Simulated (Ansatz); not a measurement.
Start from `O=[C]([SiH3])[AlH][OH]` and change one element to get `O=C([SiH3])BO`.

Ansatz, PBE0-D4/def2-TZVP geometries, multiplicity 1. Each molecule was computed in one conformer, which needn't be the lowest.

| property | `O=[C]([SiH3])[AlH][OH]` |
| --- | --- |
| HOMO energy (B3LYP/def2-TZVPP) / eV | -5.86 |
| LUMO energy (B3LYP/def2-TZVPP) / eV | -2.45 |
| HOMO energy (PBE0/def2-TZVPP) / eV | -6.06 |
| size of the dipole moment (PBE/def2-TZVPP) / D | 2.31 |
| HOMO energy (PBE/def2-TZVPP) / eV | -4.81 |
| size of the dipole moment (ωB97M-V/def2-TZVPP) / D | 2.55 |

(1) Give the same properties after the change, and the shifts. (An estimate is asked.)

Results:

(1) Computed: 
| property | `O=C([SiH3])BO` | shift |
| --- | --- | --- |
| HOMO energy (B3LYP/def2-TZVPP) / eV | -6.77 | -0.91 |
| LUMO energy (B3LYP/def2-TZVPP) / eV | -2.90 | -0.45 |
| HOMO energy (PBE0/def2-TZVPP) / eV | -6.97 | -0.91 |
| size of the dipole moment (PBE/def2-TZVPP) / D | 0.95 | -1.36 |
| HOMO energy (PBE/def2-TZVPP) / eV | -5.56 | -0.75 |
| size of the dipole moment (ωB97M-V/def2-TZVPP) / D | 1.22 | -1.33 |

With PBE0 the HOMO falls by 0.91 eV and the LUMO falls by 0.44 eV, so the gap widens by about 0.47 eV. PBE moves the HOMO by -0.75 eV and ωB97M-V by -1.01 eV. Dipoles are sizes alone; their direction can turn.

B3LYP here is the variant with VWN-RPA as its local correlation; programs differ in this.
